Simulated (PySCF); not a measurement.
Compound: Al(OMe)3, C3H9AlO3.
Geometry (PBE0-D3(BJ)/def2-SVP, Å), atoms numbered from 1 in this order:
```
atom  x, y, z in Å
Al1   -0.0190   -0.0149   -0.0053
O2     1.3933    0.1710   -0.9071
C3     2.6289   -0.4505   -1.0232
H4     2.7307   -1.3367   -0.3697
H5     3.4444    0.2491   -0.7645
H6     2.8026   -0.7822   -2.0628
O7    -1.2811    1.0874   -0.1965
C8    -1.5281    2.2312   -0.9441
H9    -0.6693    2.5291   -1.5738
H10   -1.7691    3.0833   -0.2833
H11   -2.3952    2.0816   -1.6123
O12   -0.1655   -1.2912    1.0854
C13   -1.1031   -1.7834    1.9831
H14   -0.6487   -1.9191    2.9808
H15   -1.4773   -2.7710    1.6582
H16   -1.9778   -1.1176    2.1015
```

Method used: TDDFT wB97X-D/def2-SVPD, vertical, gas phase, core orbitals frozen in the response (PySCF 2.14.0, density-fitted response routines).

**Question.** What does the calculation give for the low-lying excited states?

**Answer.** 

```csv
state,E (eV),ν̃ (cm⁻¹),f,"main configurations (H = HOMO, L = LUMO)"
S1,6.56,52930,0.0000,H→L (86%)
S2,6.57,53000,0.0000,H-1→L (86%)
S3,6.99,56380,0.0001,H-2→L (86%)
S4,7.03,56730,0.011,H-3→L (86%)
S5,7.04,56800,0.011,H-4→L (85%)
S6,7.33,59120,0.040,H-5→L (85%)
S7,8.18,65940,0.124,H→L+1 (88%)
S8,8.18,66010,0.127,H-1→L+1 (87%)
S9,8.25,66570,0.0059,"H-2→L+1 (79%), H-3→L+1 (10%)"
S10,8.26,66590,0.0015,"H-3→L+1 (79%), H-2→L+1 (10%)"
S11,8.27,66660,0.0015,H-4→L+1 (89%)
S12,8.39,67700,0.0009,"H→L+4 (55%), H-1→L+3 (20%), H-5→L+3 (9%)"
S13,8.40,67730,0.0001,"H-1→L+2 (41%), H-1→L+4 (12%), H→L+3 (11%)"
S14,8.50,68560,0.143,"H-1→L+2 (27%), H→L+3 (23%), H-5→L+4 (14%)"
```

Triplets, Tamm–Dancoff:

```csv
state,E (eV),λ (nm),"main configurations (H = HOMO, L = LUMO)"
T1,6.41,193.3,H→L (82%)
T2,6.42,193.0,H-1→L (82%)
T3,6.81,182.1,H-2→L (82%)
```

The lowest singlet level (S1/S2) lies at 6.56 eV (189 nm, vacuum ultraviolet) and is dark (f under 0.0005). The strongest level in the table is S7/S8 at 8.18 eV (152 nm, f = 0.251 summed). S1/S2, S4/S5, S7/S8, S9/S10/S11 and S12/S13 lie within about 0.01 eV of each other in each set. Löwdin shares by element: HOMO (one of a set within 0.03 eV) oxygen 62% or more, carbon 17% or more (atoms not listed hold the other 21%); LUMO aluminium 66%, oxygen 16% (atoms not listed hold the other 18%). The listed states span 1.94 eV, and the widest gap between neighbours is 0.85 eV (S6 to S7). The oscillator strengths of these states sum to 0.467; summed over the whole spectrum of an exact calculation they would give the number of electrons, 64 (Thomas–Reiche–Kuhn). Orbital energies (eV): HOMO-3 -10.28, HOMO-2 -10.27, HOMO-1 -9.88, HOMO -9.87, LUMO 1.10, LUMO+1 2.61, LUMO+2 2.69. All these states lie below the vertical ionisation energy of 10.13 eV (ΔSCF). Orbitals of the list HOMO-3 to LUMO+2 that lie within 0.01 eV of each other are written together with a slash and their weights summed (≥ marks a lower bound); for degenerate orbitals outside that list single weights are arbitrary. Only the lowest 15 singlets were computed, as vertical energies without vibronic structure. The highest level found (8.66 eV, f 0.0014 so far) is left out, since the window may have cut off a degenerate partner.

On Arm Neoverse V2, one thread (shared host), this took 2.9 min (with the writing of density and orbital grids) and 1.2 GiB of memory at its peak.

One conformer stands for the species.
